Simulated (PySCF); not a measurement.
Species: C₅H₁₂S₂Si.
Z-matrix (Å and degrees, PBE0-D3(BJ)/def2-SVP geometry), rows numbered from 1:
```
Si
S   1  2.1441
C   2  1.8513  1  101.32
C   3  1.5246  2  114.28  1    56.08
C   4  1.5232  3  113.97  2    63.08
C   5  1.5257  4  113.00  3    58.95
C   6  1.5200  5  112.81  4   -58.29
S   3  1.8121  2  108.26  1  -178.67
H   1  1.4961  2  109.91  3    45.39
H   1  1.4955  2  113.61  3   -76.03
H   1  1.4910  2  105.61  3   164.41
H   3  1.1005  2  107.10  1   -66.47
H   4  1.1035  3  106.90  2  -175.11
H   4  1.1044  3  109.53  2   -60.45
H   5  1.1037  4  108.84  3   -62.85
H   5  1.1012  4  109.08  3  -178.76
H   6  1.1037  5  109.76  4    63.41
H   6  1.1032  5  109.53  4  -179.62
H   7  1.1004  6  111.56  5   177.97
H   7  1.1025  6  111.14  5   -62.01
```

All values: PBE0/pcSseg-1 (PySCF, non-relativistic), on one gas-phase PBE0-D3(BJ)/def2-SVP geometry that isn't relaxed in the solvent. The solvent is an IEF-PCM continuum (Bondi radii, 1.10 Å for H, scaled by 1.2). The model holds no explicit solvent molecules, cavitation or dispersion.

Gas phase at PBE0/pcSseg-1: HOMO -6.58 eV, LUMO 0.16 eV, dipole 2.34 D.

Question: What does the continuum do to the energy, the frontier levels and the dipole at PBE0/pcSseg-1 in chloroform and acetonitrile?

Answer: 
```csv
solvent,ε,E(solvent) − E(gas) (kJ/mol),polarisation term (kJ/mol),distortion of the solute (kJ/mol),HOMO (eV),LUMO (eV),dipole (D)
chloroform,4.711,-12.36,-14.02,1.66,-6.63,0.20,3.00
acetonitrile,35.69,-17.48,-20.99,3.51,-6.69,0.18,3.31
```

Polarisation term: ½ Σ q·V over the induced surface charges. Distortion: the rise of the solute's own energy as its density leaves the gas-phase optimum. From chloroform to acetonitrile the lowering changes by a factor 1.41, Onsager's factor (ε − 1)/(2ε + 1) by 1.35 and ε itself by 7.6.

Question: Which radius a makes the point-dipole formula ΔE = −[(ε − 1)/(2ε + 1)]·μ²/a³ give the value in acetonitrile, with the gas-phase dipole?

Answer: μ = 0.921 au and |ΔE| = 0.00666 Eh give a = 2.08 Å; the farthest nucleus lies 4.40 Å from the centroid of the nuclei, so such a sphere wouldn't even hold the nuclei. The formula assumes a rigid point dipole at the centre of a sphere.

Question: Which IAO charges (PBE0/pcSseg-1) respond most in acetonitrile (means over atoms taken as equivalent)?

Answer: 
| atoms | environment | gas (e) | solvent (e) | change |
| --- | --- | --- | --- | --- |
| S2 | sulfur bonded to C and Si | -0.186 | -0.220 | -0.034 |
| S8 | sulfide sulfur | +0.091 | +0.059 | -0.032 |
| H12 | methine hydrogen | +0.165 | +0.177 | +0.012 |
| H19 | methylene hydrogen | +0.158 | +0.167 | +0.009 |
| Si1 | SiH3 silicon | +0.496 | +0.504 | +0.008 |
| H14 | methylene hydrogen | +0.131 | +0.139 | +0.008 |
| H18 | methylene hydrogen | +0.139 | +0.146 | +0.007 |
| H16 | methylene hydrogen | +0.139 | +0.144 | +0.005 |
| H13 | methylene hydrogen | +0.144 | +0.150 | +0.006 |
| H9/H10/H11 | Si–H hydrogen | -0.109 | -0.105 | +0.004 |
| H15 | methylene hydrogen | +0.135 | +0.132 | -0.003 |
| H17 | methylene hydrogen | +0.133 | +0.134 | +0.001 |

Question: Which Mayer bond orders change most in acetonitrile?

Answer: 
```tsv
bond	length (Å)	gas	solvent	change
Si1–S2	2.144	0.955	0.931	-0.024
C7–S8	1.817	0.992	0.975	-0.017
S8–C3	1.812	1.019	1.002	-0.017
S2–C3	1.851	0.958	0.944	-0.014
Si1–H10	1.496	0.903	0.912	+0.009
Si1–H9	1.496	0.919	0.925	+0.006
C3–H12	1.101	0.926	0.920	-0.006
C3–C4	1.525	0.961	0.966	+0.005
```
